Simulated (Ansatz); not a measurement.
Gas-phase electronic energies from Ansatz, PBE0-D4/def2-TZVP geometries. CCSD(T)/CBS adds triple-zeta CCSD(T) − MP2 to the extrapolated MP2 energy (def2 sets, frozen cores). Functionals use def2-TZVPP. For Ge outer-core shells are correlated without core-valence functions, which leaves a few kJ/mol of doubt a bond. Scalar relativity is left out up to krypton. Each species was taken in one conformer, which may not be the lowest.

Reaction (redistribution): `[SiH3][SiH2][GeH3]` + `C=CN([SiH3])[SiH2]Cl` → `C=C[N]([GeH3])[SiH2]Cl` + trisilane

`[SiH3][SiH2][GeH3]`:

Cartesian coordinates in Å:
```
Si -0.145 -1.554 -1.201
Si 0.351 -0.459 0.803
Ge -0.109 1.868 0.610
H 0.135 -3.012 -1.104
H 0.677 -0.982 -2.301
H -1.582 -1.364 -1.534
H 1.788 -0.650 1.142
H -0.467 -1.032 1.908
H -1.593 2.089 0.273
H 0.737 2.485 -0.516
H 0.208 2.610 1.920
```

`C=CN([SiH3])[SiH2]Cl`:

Cartesian coordinates in Å:
```
C -2.147 -0.249 -0.534
C -0.898 -0.714 -0.568
N 0.234 -0.105 -0.017
Si 1.796 -0.885 -0.166
Si -0.005 1.410 0.790
Cl 1.838 2.012 1.466
H -2.941 -0.815 -0.999
H -2.427 0.685 -0.058
H -0.701 -1.660 -1.065
H 1.536 -2.138 -0.920
H 2.372 -1.213 1.161
H 2.758 -0.043 -0.917
H -0.516 2.446 -0.135
H -0.899 1.269 1.961
```

`C=C[N]([GeH3])[SiH2]Cl`:

Cartesian coordinates in Å:
```
C -0.925 0.191 2.002
C 0.112 -0.195 1.262
N 0.293 0.008 -0.105
Ge -1.040 0.898 -1.060
Si 1.604 -0.749 -0.912
Cl 1.129 -2.625 -1.627
H -0.930 -0.012 3.064
H -1.785 0.710 1.595
H 0.936 -0.718 1.746
H -2.362 0.131 -0.928
H -1.179 2.316 -0.490
H -0.545 0.915 -2.510
H 1.982 0.059 -2.090
H 2.711 -0.929 0.053
```

`[SiH3][SiH2][SiH3]`:

Z-matrix (Å, degrees):
```
Si
Si 1 2.338
H 1 1.488 2 109.8
H 1 1.488 2 111.3 3 120.4
H 1 1.488 2 109.8 3 -119.2
Si 2 2.338 1 110.3 3 59.6
H 2 1.490 1 109.6 3 -179.6
H 2 1.490 1 109.6 3 -61.1
H 6 1.488 2 109.8 1 -59.5
H 6 1.488 2 109.8 1 59.7
H 6 1.488 2 111.3 1 -179.9
```

```csv
level,ΔE (kJ/mol)
PBE-D4,36.5
ωB97X-V,40.8
PBE,35.8
MP2/def2-TZVPP,41.8
CCSD/def2-TZVPP,40.2
HF/def2-QZVPP,43.3
MP2/def2-QZVPP,43.3
MP2/CBS(def2),44.1
```

Q: What does CCSD(T)/CBS give? (Estimate.)

A: Computed: +41.3 kJ/mol. The listed levels differ from it by -4.8, -0.5, -5.5, 0.5, -1.1, 2.0, 2.0, 2.8 kJ/mol.

Largest T1 diagnostic among the species: 0.013.

From PBE to PBE0 (25 % exact exchange), in def2-TZVPP and without D4, ΔE moves by +3.7 kJ/mol.
